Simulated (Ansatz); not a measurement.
Wavefunction ladder for `C[CH](C)[Cd][Cl]`

```xyz
12

C     1.2577    0.5605    0.3675
C     0.0073   -0.3039    0.3062
C    -1.2602    0.5325    0.3983
Cd   -0.0003   -1.5545   -1.4164
Cl   -0.0092   -2.9086   -3.2775
H     2.1774   -0.0291    0.3647
H     1.3118    1.2625   -0.4694
H     1.2575    1.1617    1.2866
H     0.0254   -1.0105    1.1418
H    -2.1663   -0.0774    0.4173
H    -1.3500    1.2332   -0.4365
H    -1.2511    1.1335    1.3175
```

The species carries charge 0 and has multiplicity 1. Correlated methods include outer-core shells of Cd, which these sets cover unevenly. Cd takes the def2 core potential. The structure was optimised at the PBE0-D4/def2-TZVP level. It is one conformer, not always the lowest. Frozen core, restricted reference, Ansatz 0.2.0.

```json
{"basis": "def2-SVP", "HF (Eh)": "-743.81479", "MP2 corr.": "-0.94751"}
{"basis": "def2-TZVPP", "HF (Eh)": "-744.13766", "MP2 corr.": "-1.44205"}
{"basis": "def2-QZVPP", "HF (Eh)": "-744.15916", "MP2 corr.": "-1.57907"}
```

Estimate the CCSD correlation energy and the (T) correction in each basis where they were run (hartree).


```
   basis  CCSD corr.       (T)
def2-SVP    -0.98331  -0.02679
```
